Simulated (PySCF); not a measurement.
**Dipole polarisabilities along the 5d series, charge +1**

Calculated with PySCF 2.14 for the ground configurations, without spin-orbit coupling: coupled response for Hartree-Fock and DFT. Mean α in bohr³, C₆ of like pairs in atomic units.

```json
{"species": "Ta⁺ [Xe] 4f14 5d3 6s1 (aug-cc-pVTZ-PP with ECP60MDF, ECP)", "α UHF": "53.13", "α PBE": "41.16", "α PBE0": "42.96", "C₆ UHF": "480.9", "C₆ PBE": "354.7", "C₆ PBE0": "372.5"}
{"species": "W⁺ [Xe] 4f14 5d4 6s1 (aug-cc-pVTZ-PP with ECP60MDF, ECP)", "α UHF": "44.46", "α PBE": "35.03", "α PBE0": "36.43", "C₆ UHF": "392.3", "C₆ PBE": "300.1", "C₆ PBE0": "312.6"}
{"species": "Re⁺ [Xe] 4f14 5d5 6s1 (aug-cc-pVTZ-PP with ECP60MDF, ECP)", "α UHF": "37.88", "α PBE": "30.15", "α PBE0": "31.29", "C₆ UHF": "324.6", "C₆ PBE": "254.4", "C₆ PBE0": "263.8"}
{"species": "Os⁺ [Xe] 4f14 5d6 6s1 (aug-cc-pVTZ-PP with ECP60MDF, ECP)", "α UHF": "34.07", "α PBE": "27.37", "α PBE0": "28.29", "C₆ UHF": "282.8", "C₆ PBE": "228.6", "C₆ PBE0": "235.2"}
{"species": "Ir⁺ [Xe] 4f14 5d7 6s1 (aug-cc-pVTZ-PP with ECP60MDF, ECP)", "α UHF": "30.62", "α PBE": "24.60", "α PBE0": "25.40", "C₆ UHF": "244.6", "C₆ PBE": "201.1", "C₆ PBE0": "206.1"}
{"species": "Pt⁺ [Xe] 4f14 5d9 (aug-cc-pVTZ-PP with ECP60MDF, ECP)", "α UHF": "14.66", "α PBE": "16.97", "α PBE0": "16.02", "C₆ UHF": "108.2", "C₆ PBE": "128.9", "C₆ PBE0": "120.6"}
{"species": "Au⁺ [Xe] 4f14 5d10 (aug-cc-pVTZ-PP with ECP60MDF, ECP)", "α UHF": "12.17", "α PBE": "14.11", "α PBE0": "13.43", "C₆ UHF": "88.92", "C₆ PBE": "105.4", "C₆ PBE0": "99.82"}
{"species": "Hg⁺ [Xe] 4f14 5d10 6s1 (aug-cc-pVTZ-PP with ECP60MDF, ECP)", "α UHF": "24.36", "α PBE": "19.16", "α PBE0": "19.85", "C₆ UHF": "175.6", "C₆ PBE": "145.2", "C₆ PBE0": "148.5"}
```

The values depend on the diffuse functions of the basis.
